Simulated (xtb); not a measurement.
C$_{2}$H$_{4}$Cl (SMILES C[CH]Cl), doublet, from a rough starting geometry; GFN2-xTB (xtb).

Input for xtb:
```
$ xtb mol.xyz --gfn 2 --uhf 1 --opt vtight --json

# file mol.xyz
7

C     -0.90648899     0.23457989     0.15302809
C      0.57642380     0.09264310     0.17294004
Cl    -1.66664410    -1.33406638     0.15988453
H     -1.25084305     0.82229629    -0.76933367
H      1.06732592     1.10565985     0.09210857
H      1.00222305    -0.44612343     1.01089997
H      0.95284979    -0.45650949    -0.83098375
```

It wrote (shortened):

```
   ID    Z sym.   atoms
    1    6 C      1, 2
    2   17 Cl     3
    3    1 H      4-7

           -------------------------------------------------
          |                Calculation Setup                |
           -------------------------------------------------

           -------------------------------------------------
          |                 G F N 2 - x T B                 |
           -------------------------------------------------

          ...................................................
          :                      SETUP                      :
          :.................................................:
          :  # basis functions                  22          :
          :  # atomic orbitals                  21          :
          :  # shells                           11          :
          :  # electrons                        19          :
          :  max. iterations                   250          :
          :  Hamiltonian                  GFN2-xTB          :
          :  restarted?                      false          :
          :  GBSA solvation                  false          :
          :  PC potential                    false          :
          :  electronic temp.          300.0000000     K    :
          :  accuracy                    1.0000000          :
          :  -> integral cutoff          0.2500000E+02      :
          :  -> integral neglect         0.1000000E-07      :
          :  -> SCF convergence          0.1000000E-05 Eh   :
          :  -> wf. convergence          0.1000000E-03 e    :
          :  Broyden damping             0.4000000          :
          :  net charge                          0          :
          :  unpaired electrons                  1          :
          ...................................................

 iter      E             dE          RMSdq      gap      omega  full diag
   1    -10.8248115 -0.108248E+02  0.351E+00    5.36       0.0  T
   2    -10.8445464 -0.197349E-01  0.177E+00    5.85       1.0  T
   3    -10.8464410 -0.189463E-02  0.114E+00    5.59       1.0  T
   4    -10.8477318 -0.129078E-02  0.229E-01    5.67       1.0  T
   5    -10.8478342 -0.102436E-03  0.107E-01    5.65       1.0  T
   6    -10.8478463 -0.121067E-04  0.326E-02    5.67       1.2  T
   7    -10.8478469 -0.566928E-06  0.167E-02    5.67       2.3  T
   8    -10.8478477 -0.742026E-06  0.108E-02    5.66       3.5  T
   9    -10.8478481 -0.436167E-06  0.433E-03    5.66       8.7  T
  10    -10.8478482 -0.719347E-07  0.156E-03    5.66      24.3  T
  11    -10.8478482 -0.817164E-08  0.881E-04    5.66      42.9  T
  12    -10.8478482 -0.209248E-08  0.525E-04    5.66      72.0  T

   *** convergence criteria satisfied after 12 iterations ***

         :::::::::::::::::::::::::::::::::::::::::::::::::::::
         ::                     SUMMARY                     ::
         :::::::::::::::::::::::::::::::::::::::::::::::::::::
         :: total energy             -10.777164913197 Eh    ::
         :: gradient norm              0.087385526372 Eh/a0 ::
         :: HOMO-LUMO gap              5.660509474131 eV    ::
         ::.................................................::
         :: SCC energy               -10.847847852403 Eh    ::
         :: -> isotropic ES            0.002735754770 Eh    ::
         :: -> anisotropic ES          0.001078371419 Eh    ::
         :: -> anisotropic XC          0.005729011096 Eh    ::
         :: -> dispersion             -0.002776935878 Eh    ::
         :: repulsion energy           0.070682939206 Eh    ::
         :: add. restraining           0.000000000000 Eh    ::
         :: total charge               0.000000000000 e     ::
         :::::::::::::::::::::::::::::::::::::::::::::::::::::

      -----------------------------------------------------------
     |                   =====================                   |
     |                        A N C O P T                        |
[...]
 * total energy  :   -10.7934182 Eh     change       -0.3484518E-03 Eh
 * total energy  :   -10.7935825 Eh     change       -0.1642996E-03 Eh
 * total energy  :   -10.7936177 Eh     change       -0.3514290E-04 Eh
 * total energy  :   -10.7936221 Eh     change       -0.4479609E-05 Eh
 * total energy  :   -10.7936242 Eh     change       -0.2075960E-05 Eh
 * total energy  :   -10.7936252 Eh     change       -0.9600088E-06 Eh
 * total energy  :   -10.7936257 Eh     change       -0.5591071E-06 Eh
 * total energy  :   -10.7936260 Eh     change       -0.2616246E-06 Eh
 * total energy  :   -10.7936269 Eh     change       -0.9364563E-06 Eh
 * total energy  :   -10.7936278 Eh     change       -0.8900160E-06 Eh
 * total energy  :   -10.7936280 Eh     change       -0.1825735E-06 Eh
 * total energy  :   -10.7936280 Eh     change       -0.2193516E-07 Eh
   *** GEOMETRY OPTIMIZATION CONVERGED AFTER 16 ITERATIONS ***
         :: total energy             -10.793628025573 Eh    ::
[...]
         2        2.0000           -0.6241670             -16.9844
         3        2.0000           -0.5739732             -15.6186
         4        2.0000           -0.5211896             -14.1823
         5        2.0000           -0.5019926             -13.6599
         6        2.0000           -0.4954335             -13.4814
         7        2.0000           -0.4647637             -12.6469
         8        2.0000           -0.4462342             -12.1426
         9        2.0000           -0.4184974             -11.3879
        10        1.0000           -0.3131807              -8.5221 (HOMO)
        11                         -0.1240188              -3.3747 (LUMO)
        12                          0.0109034               0.2967
        13                          0.0166776               0.4538
        14                          0.0168531               0.4586
        15                          0.0262749               0.7150
        16                          0.1279519               3.4817
        17                          0.1544098               4.2017
        18                          0.1796204               4.8877
        19                          0.1984877               5.4011
        20                          0.2677123               7.2848
        21                          0.3193211               8.6892
      -------------------------------------------------------------
                  HL-Gap            0.1891619 Eh            5.1474 eV
             Fermi-level           -0.2922194 Eh           -7.9517 eV

     #   Z          covCN         q      C6AA      α(0)
     1   6 C        2.796    -0.002    28.072     8.679
     2   6 C        3.775    -0.106    22.560     6.768
     3  17 Cl       0.916    -0.128   103.121    15.536
     4   1 H        0.926     0.049     2.328     2.386
     5   1 H        0.925     0.058     2.224     2.332
     6   1 H        0.925     0.065     2.137     2.286
     7   1 H        0.924     0.064     2.155     2.296

 Mol. C6AA /au·bohr⁶  :        682.624925
 Mol. C8AA /au·bohr⁸  :      19654.802519
 Mol. α(0) /au        :         40.282137

Wiberg/Mayer (AO) data.
largest (>0.10) Wiberg bond orders for each atom

 ---------------------------------------------------------------------------
     #   Z sym  total        # sym  WBO       # sym  WBO       # sym  WBO
 ---------------------------------------------------------------------------
     1   6 C    3.302 --     3 Cl   1.181     2 C    1.088     4 H    0.974
     2   6 C    3.995 --     1 C    1.088     5 H    0.972     6 H    0.972
                             7 H    0.937
     3  17 Cl   1.246 --     1 C    1.181
     4   1 H    0.998 --     1 C    0.974
     5   1 H    0.997 --     2 C    0.972
     6   1 H    0.996 --     2 C    0.972
     7   1 H    0.993 --     2 C    0.937
 ---------------------------------------------------------------------------

Topologies differ in total number of bonds
Writing topology from bond orders to xtbtopo.mol

molecular dipole:
                 x           y           z       tot (Debye)
 q only:        0.533       0.382      -0.106
   full:        0.474       0.304      -0.179       1.502
molecular quadrupole (traceless):
                xx          xy          yy          xz          yz          zz
 q only:       -0.598      -1.804      -0.203       0.615       0.094       0.801
  q+dip:       -0.473      -2.012      -0.326       1.006      -0.248       0.798
   full:       -0.546      -1.505      -0.130       0.768      -0.123       0.675

optimized geometry written to: xtbopt.xyz

           -------------------------------------------------
          | TOTAL ENERGY              -10.793628025573 Eh   |
          | GRADIENT NORM               0.000021589218 Eh/α |
          | HOMO-LUMO GAP               5.147358005155 eV   |
           -------------------------------------------------

normal termination of xtb
```
